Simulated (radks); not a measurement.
Results of a calculation; reference values are marked as such.
Valence configurations of Tc I (all share [Kr]). Code: a radial shooting solver on a logarithmic mesh with Libxc functionals. Model: non-relativistic Kohn-Sham, PBE, spin-unpolarised, spherical densities, point nucleus; relativity is left out, which matters for an element this heavy. Energies are relative to 4d5 5s2; eigenvalues in eV.

valence	E (eV)	e(4d)	e(5p)	e(5s)
4d5 5s2	0.000	-7.205	-	-4.789
4d5 5s1 5p1	3.429	-8.490	-2.102	-5.622
4d5 5p2	7.027	-9.622	-2.645	-
4d4 5s2 5p1	7.172	-11.180	-2.561	-6.524
4d5.5 5p1.5	3.868	-7.847	-2.179	-
4d6 5p1	1.348	-6.113	-1.691	-
4d6 5s1	-1.632	-4.753	-	-3.853
4d5.5 5s1.5	-1.006	-5.933	-	-4.313
4d5 5s0.5 5p1.5	5.209	-9.071	-2.383	-5.982
4d4.5 5s1 5p1.5	6.967	-10.372	-2.600	-6.418

NIST lists [Kr] 4d5 5s2 as the ground configuration; this level of theory puts 4d6 5s1 lower, by 1.632 eV. The energies are those of spherical spin-averaged densities, not of single terms. Relativity is left out, which favours d and f over s occupation in heavy atoms.
